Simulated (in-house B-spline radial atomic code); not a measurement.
The numbers below are computed, except where a source is named.
## Making a Troullier-Martins s channel for Li, r_c = 0.36 bohr

Li, [He] 2s1, non-relativistic PBE, spherical and spin-unpolarised, from an all-electron radial atomic-structure program (B-spline basis) (atomic units). The all-electron 1s level is ε = -1.905457 hartree and its outer maximum at 0.36 bohr.

Inside r_c the pseudo-orbital is u(r) = r^1 exp(p(r)), with p = c0 + c2 r² + c4 r⁴ + … + c12 r¹². The seven coefficients follow from p and its first four derivatives at r_c, from zero curvature of the screened potential at the origin, c4 = −c2²/(2l + 5), and from the norm inside r_c. At r_c the all-electron orbital has P = 1.177704, P' = 0.009193778, the screened potential V = -5.414725, V' = 20.93448, V'' = -129.6011, and the norm inside is Q = 0.3024149.

(1) What are p, p' and p'' at r_c?

For a trial c2 the five matching conditions are linear in c0, c6, c8, c10 and c12, and c2 is varied until the norm inside r_c equals Q. The root nearest zero gives:

| n | c_n |
| --- | --- |
| 0 | 1.992206 |
| 2 | -8.928699 |
| 4 | -15.94433 |
| 6 | 965.4688 |
| 8 | -9224.51 |
| 10 | 38660.81 |
| 12 | -62216.55 |

(2) Check c4 and p(r_c), and find the screened pseudopotential at the origin.

Orbitals and screened potentials:

| r (bohr) | P | u | V all-electron | V pseudo |
| --- | --- | --- | --- | --- |
| 0.036 | 0.3006 | 0.2609 | -80.7 | -28.66 |
| 0.09 | 0.6393 | 0.6135 | -30.19 | -27.5 |
| 0.144 | 0.872 | 0.8775 | -17.59 | -22.77 |
| 0.198 | 1.024 | 1.039 | -11.93 | -14.77 |
| 0.252 | 1.117 | 1.123 | -8.765 | -8.011 |
| 0.306 | 1.164 | 1.164 | -6.769 | -5.931 |
| 0.36 | 1.178 | 1.178 | -5.415 | -5.415 |

Logarithmic derivatives P'/P at R = 0.66 bohr, for energies E around ε:

```csv
E − ε (hartree),all-electron,pseudo
-0.5,-0.442092,-0.44204
-0.25,-0.746629,-0.746617
-0.1,-0.944682,-0.944683
0,-1.08391,-1.08392
0.1,-1.22942,-1.22942
0.25,-1.46057,-1.46055
0.5,-1.88516,-1.88506
```

(3) With P(R) = 0.9667181 and a norm of 0.6648802 inside R, what slope in energy does norm conservation fix?

## Answers

(1) p = ln(P/r_c^1) = ln(1.177704/0.36) = 1.18522. p' = P'/P − 1/r_c = 0.00781 − 2.77778 = -2.76997. The radial equation gives p'' = 2(V − ε) − 2(1) p'/r_c − p'² = -7.01854 − (-15.38873) − 7.67274 = 0.69745. Differentiating, p''' = 2V' + 2(1)p'/r_c² − 2(1)p''/r_c − 2p'p'' = -0.8884, and p'''' = 2V'' − 4(1)p'/r_c³ + 4(1)p''/r_c² − 2(1)p'''/r_c − 2p''² − 2p'p''' = -1.1546.

(2) −c2²/5 = -15.9443, as listed. The terms c_n r_c^n are 1.99221, -1.15716, -0.26780, 2.10162, -2.60234, 1.41350, -0.29481, which sum to 1.18522. Inverting the radial equation, V_l(r) = ε + 1 p'/r + (p'' + p'²)/2, so V_l(0) = ε + (2l + 3) c2 = -1.905457 + 3 × (-8.9287) = -28.6916 hartree, finite where the all-electron potential diverges.

(3) d(P'/P)/dE = −2 × (norm inside R)/P(R)² = -1.4229 per hartree·bohr at E = ε, for both atoms, since orbital and norm agree at R. Differences over ±0.1 hartree give -1.4237 (all-electron) and -1.4237 (pseudo), which also hold third-order terms. Half a hartree below ε the two curves differ by +0.0001.
